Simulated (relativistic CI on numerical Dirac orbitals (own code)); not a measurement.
A reference radial Dirac CI calculation of Ne I gave the lowest total energy -128.66240 Ha in 32 SCF steps, from this input:

```
atom Ne  Z=10  charge=0  electrons=10
nucleus A=20  rms_radius_fm=3.0055
hamiltonian dirac-coulomb  breit=on  qed=on  c_scale=1
orbitals kli  potential=per-configuration
slater_scale 1
correlation none
mixing on
grid step=0.0125 r_max=102.8
scf mixing=0.4 start=green max_iterations=150 tolerance=2e-08 node_fill=0.05
configurations
  [He] 2s2 2p6
  [He] 2s2 2p5 3s
  [He] 2s2 2p5 3p
end
```

One setting was then changed (and the iteration limit cut to 84), and the output read:

```
SCF 1: [He] 2s2 2p6
 iter      energy (Ha)   residual   last orbital (Ha)
    1      -127.737511   6.68e-01     -1.58961
    2      -128.622004   1.81e-01     -1.02556
    3      -128.687004   2.02e-02     -0.83022
    4      -128.689041   2.00e-02     -0.85898
    5      -128.689674   1.33e-04     -0.83786
    6      -128.689673   2.44e-04     -0.83768
    7      -128.689678   7.67e-06     -0.83787
    8      -128.689678   3.33e-07     -0.83788
    9      -128.689678   3.31e-07     -0.83788
   10      -128.689678   4.44e-09     -0.83788
SCF 2: [He] 2s2 2p5 3s
 iter      energy (Ha)   residual   last orbital (Ha)
    1      -127.770292   4.62e-01     -0.22710
    2      -128.096598   1.38e-01     -0.19373
    3      -128.131966   1.59e-02     -0.17746
    4      -128.133110   9.31e-03     -0.17331
    5      -128.133264   1.08e-03     -0.17154
    6      -128.133245   3.76e-04     -0.17134
    7      -128.133250   6.06e-05     -0.17136
    8      -128.133248   3.69e-06     -0.17137
    9      -128.133249   2.01e-06     -0.17137
   10      -128.133249   7.16e-08     -0.17137
   11      -128.133249   3.43e-09     -0.17137
error: orbital 3s not found
end: not converged
```

(1) Which setting was changed?
A. QED terms
B. end of the grid
C. configuration list
D. charge

Results:

(1) B. The end of the grid at 15.42 bohr. This setting is bad on purpose; its numbers may not be properties of the ion.
